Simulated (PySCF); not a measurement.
Computed shifts of a molecule CH6O2Si2, HF/pcSseg-1 in PySCF, GIAO, gas phase, atoms alike by connectivity averaged where their shifts nearly agree, in ppm (number of nuclei): ¹³C: 317.0 (1). ²⁹Si: -46.4 (1), -71.0 (1). ¹H: 4.77 (2), 4.30 (3), 3.82 (1). References: ¹⁷O against H2O (σ = 333.0 ppm); ¹³C against TMS (σ = 192.6 ppm); ²⁹Si against TMS (σ = 393.8 ppm); ¹H against TMS (σ = 31.99 ppm), references at their B3LYP-D3(BJ)/def2-TZVP geometries, non-relativistic. Coordinates come from a B3LYP-D3(BJ)/def2-SVP optimisation. A frequency run showed that this geometry is not a minimum. One conformer was computed; it need not be the lowest.

Problem. Which molecule gave these data?
A. O=C([SiH3])[SiH2]O
B. O[Si@@H]1C[SiH2]O1
C. OC1[SiH2]O[SiH2]1
D. O=C[SiH2]O[SiH3]

Solution. A, O=C([SiH3])[SiH2]O
